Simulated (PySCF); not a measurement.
# Assignment exercise: C8H15PS

Mapped SMILES: `[CH2:1]=[CH:2][P@:3](=[S:4])(/[CH:5]=[CH:6]\[CH3:7])[CH:8]([CH3:9])[CH3:10]`. Hydrogens are named by the atom that carries them. Ha(C1) is cis to P3; Hb(C1) is trans to P3.

Computed data (PySCF): PBE0-D3(BJ)/def2-SVP structure, B3LYP/pcSseg-1 with gauge-including orbitals. Fast rotation and ring inversion assumed for equivalent nuclei, one computed conformer, isolated molecule, non-relativistic.

References, each an isolated molecule treated in the same way: TMS for 13C and 1H.

**Question.** Assign these signals to the numbered atoms. 13C{1H} NMR (computed): δ 160.6, 142.9, 142.8, 131.4, 34.4, 19.6, 16.7, 16.0.

**Answer.** 
| δ (ppm) | atoms | environment | reason |
| --- | --- | --- | --- |
| 160.6 | C6 | alkene CH | an sp2 carbon of a C=C bond |
| 142.9 | C1 | terminal =CH2 carbon | as expected for a trigonal carbon in a double bond |
| 142.8 | C2 | alkene CH | as expected for a trigonal carbon in a double bond |
| 131.4 | C5 | alkene CH | – |
| 34.4 | C8 | sp3 CH bonded to P | – |
| 19.6 | C7 | allylic methyl carbon | saturated and bonded to C and H only |
| 16.7 | C9 | methyl carbon | aliphatic region, no heteroatom directly attached |
| 16.0 | C10 | methyl carbon | – |

C1 and C2; C9 and C10 lie closer than the usual error of such a calculation, so a measured spectrum could show them in the other order.

**Question.** Assign these signals to the numbered atoms. 1H NMR (400 MHz, computed): δ 7.00 (m, 1H), 6.58 (m, 1H), 6.39 (m, 1H), 6.12 (m, 1H), 5.68 (m, 1H), 2.26 (d, 3H), 1.48 (m, 1H), 1.20 (m, 3H), 0.96 (m, 3H).

**Answer.** 
| δ (ppm) | atoms | environment | reason |
| --- | --- | --- | --- |
| 7.00 | Ha(C1) | hydrogen on a terminal =CH2 carbon | a vinylic proton, deshielded by the sp2 carbon and the C=C anisotropy |
| 6.58 | H(C6) | hydrogen on an alkene CH | a vinylic proton, deshielded by the sp2 carbon and the C=C anisotropy |
| 6.39 | Hb(C1) | hydrogen on a terminal =CH2 carbon | a vinylic proton, deshielded by the sp2 carbon and the C=C anisotropy |
| 6.12 | H(C2) | hydrogen on an alkene CH | attached to an sp2 carbon and in the plane of the double bond |
| 5.68 | H(C5) | hydrogen on an alkene CH | – |
| 2.26 | H(C7) | hydrogen on an allylic methyl carbon | allylic position |
| 1.48 | H(C8) | hydrogen on an sp3 CH bonded to P | – |
| 1.20 | H(C9) | hydrogen on a methyl carbon | – |
| 0.96 | H(C10) | hydrogen on a methyl carbon | – |

Splittings by 31P in the carbon and heteronuclear signals aren't shown, as no couplings were computed. Shifts are as computed. Against solution values, carbons near 30 ppm lie about +2 ppm off and those near 130 ppm about +6 ppm (rms about the fit 1.1 ppm; single classes can miss by 10 ppm). Of 1328 compounds with measured shifts, 309 miss one by over three times the rms of a fit or turn the order of signals round; such compounds aren't used in these exercises. Signals without a measured value on file couldn't be tested in this way. No couplings were computed; multiplicities are counted from neighbouring protons, with m where these are inequivalent, close in shift, in a saturated or five-membered ring or joined by F or P, and br s for small geminal =CH2 splittings.
